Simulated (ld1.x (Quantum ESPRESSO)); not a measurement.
# Before and after: PAW potential for Si (Z = 14)

silicon (Si), PAW, made with ld1.x (Quantum ESPRESSO) 7.5 (PBE, scalar-relativistic). Core [Ne], reference 3s1.75 3p2.25. Waves: 3s (bound): rcut 1.65, rcutus 2.05 bohr; 3s channel at -0.4 Ry: rcut 1.65, rcutus 2.05 bohr; 3p (bound): rcut 1.65, rcutus 2.15 bohr; 3p channel at 1.45 Ry: rcut 1.65, rcutus 2.15 bohr. Local part: all-electron potential smoothed inside 1.60 bohr (lloc = -2). Core correction: a·sin(br)/r model core, default radius (ld1.x builds one for every PAW set, though the input has nlcc=.false.). Augmentation charge: PSQ, radius 1.20 bohr.

Change: core correction a·sin(br)/r model core inside 2.10 bohr.

Cutoffs: the cutoffs (Ry, on a coarse ladder) from which the occupation-weighted sum of valence levels, in a spherical-Bessel basis at the reference potential, stays within 10 and 1 mRy of its value at 400 Ry; they do not see the model core or the augmentation charge, which bear on the density cutoff. Errors are all-electron minus pseudo energies relative to the spin-unpolarised reference configuration.

Question: How do hardness, ghosts and transferability respond?

Answer: The potential gets neither clearly harder nor softer (8 Ry and 15 Ry → 8 Ry and 15 Ry); of the 7 tests that both files solve, the error grows in 1 and shrinks in 4 by more than 15 % and 0.3 meV (median size 1.4 → 1.2 meV); neither file shows a bound ghost. The default core radius of the base comes out at 1.13 bohr. A wider model core is smoother and lowers the density cutoff, which this test does not measure.

```csv
quantity,base,changed
"cutoff, loose",8 Ry,8 Ry
"cutoff, tight",15 Ry,15 Ry
bound ghosts,none,none
"error for 3s2 3p2, meV [ΔE -1.69 eV]",-1.1,-0.4
"error for 3s2 3p1, meV [ΔE 6.05 eV]",-0.7,-1.3
"error for 3s2 3p0, meV [ΔE 22.04 eV]",-7.4,-7.7
"error for 3s1 3p3, meV [ΔE 5.13 eV]",-1.4,-0.7
"error for 3s2 3p2.3, meV [ΔE -2.62 eV]",-0.6,-0.1
"error for 3s0 3p4, meV [ΔE 12.09 eV]",-2.8,-2.4
"error for 3s2 3p1.5, meV [ΔE 1.23 eV]",-2.0,-1.2
s: phases at 2.35 bohr within 0.05 rad from the reference energy up to (Ry; the scan ends near 5),3.6,3.6
p: phases at 2.35 bohr within 0.05 rad from the reference energy up to (Ry; the scan ends near 5),4.7,4.6
lowest overlap eigenvalue by channel,"s 0.46, p 0.81","s 0.46, p 0.81"
```
